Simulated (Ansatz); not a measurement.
Compare A (`C=C(O)[SiH2]O`) with its isomer B (`CO[Si]OC`).

Calculated with Ansatz (gas phase, PBE0-D4/def2-TZVP geometries, no zero-point term in ΔE). CCSD(T)/CBS adds triple-zeta CCSD(T) − MP2 to the extrapolated MP2 energy (def2 sets, frozen cores). Functionals use def2-TZVPP. B3LYP here is the variant with VWN-RPA as its local correlation; programs differ in this. Each species was taken in one conformer, which may not be the lowest.

(1) Which isomer does CCSD(T)/CBS put lower? Give the gap. (An estimate is asked.)

(2) Give E(B) − E(A) in kcal/mol with B3LYP-D4, PBE0-D4, CCSD/def2-TZVPP, ωB97M-V, B3LYP, r2SCAN-D4, MP2/def2-TZVPP. (An estimate is asked.)

(3) Does the order hold for the free energy at 298.15 K (harmonic terms from PBE0-D4)? (Best estimate.)

Largest T1 diagnostic: 0.014.

Results:

(1) The calculation gave: B, by 5.3 kcal/mol.

(2) Computed: B3LYP-D4 -8.6, PBE0-D4 -6.0, CCSD/def2-TZVPP -6.8, ωB97M-V -8.7, B3LYP -8.4, r2SCAN-D4 -4.1, MP2/def2-TZVPP -4.6. None reverses the order clearly.

(3) The calculation gave: Yes: G(B) − G(A) = -1.7 kcal/mol, for one conformer each.

At CCSD(T), def2-SVP lies −2.8 kcal/mol from the extrapolated value and def2-TZVPP −0.9 kcal/mol. From PBE to PBE0 (25 % exact exchange), in def2-TZVPP and without D4, E(B) − E(A) moves by +0.8 kcal/mol.
